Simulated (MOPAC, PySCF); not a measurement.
[Zn(CH3)2], neutral singlet in the gas phase. 

Cartesian coordinates (Å):
```xyz
9

Zn     0.0000     0.0000     0.0000
C      0.6562    -1.5773    -0.9342
H      1.0140    -2.3509    -0.2227
H      1.5031    -1.3274    -1.6073
H     -0.1381    -2.0400    -1.5569
C     -0.6562     1.5773     0.9342
H      0.1749     2.1505     1.3961
H     -1.3629     1.3037     1.7457
H     -1.1910     2.2641     0.2449
```
Charge 0, spin multiplicity 1.

All levels are single points at this geometry (PBE-D3(BJ)/def2-SVP); Pople sets use spherical d functions. Orbital energies aren't observables, and empty levels follow the basis.

| level | HOMO (eV) | LUMO (eV) | gap (eV) | dipole (D) | vertical IE, Delta-SCF (eV) |
|---|---|---|---|---|---|
| B3LYP-D3(BJ)/def2-TZVP in PySCF | -6.95 | -0.10 | 6.85 | 0.00 | – |
| PBE-D3(BJ)/def2-TZVP in PySCF | -6.04 | -0.54 | 5.50 | 0.00 | – |
| TPSSh-D3(BJ)/def2-TZVP in PySCF | -6.51 | -0.09 | 6.42 | 0.00 | – |
| B3LYP/3-21G in PySCF | -6.71 | 0.05 | 6.76 | 0.00 | – |
| B3LYP/6-311+G** (LANL2DZ on Zn) in PySCF | -6.58 | -0.40 | 6.18 | 0.00 | – |
| B3LYP/6-31G* (LANL2DZ on Zn) in PySCF | -6.33 | 0.10 | 6.44 | 0.00 | 8.75 |
| PBE/6-31G* (LANL2DZ on Zn) in PySCF | -5.34 | -0.19 | 5.14 | 0.00 | 8.56 |
| SVWN5/6-31G* (LANL2DZ on Zn) in PySCF | -5.50 | -0.32 | 5.18 | 0.00 | 8.81 |
| HF/3-21G in PySCF | -9.64 | 2.28 | 11.92 | 0.00 | – |
| HF/6-31G* (LANL2DZ on Zn) in PySCF | -9.57 | 1.98 | 11.56 | 0.00 | – |
| AM1 in MOPAC | -9.93 | 1.41 | 11.34 | 0.00 | – |
| PM3 in MOPAC | -10.44 | 0.71 | 11.14 | 0.00 | – |
| PM6 in MOPAC | -9.25 | 0.32 | 9.57 | 0.00 | – |
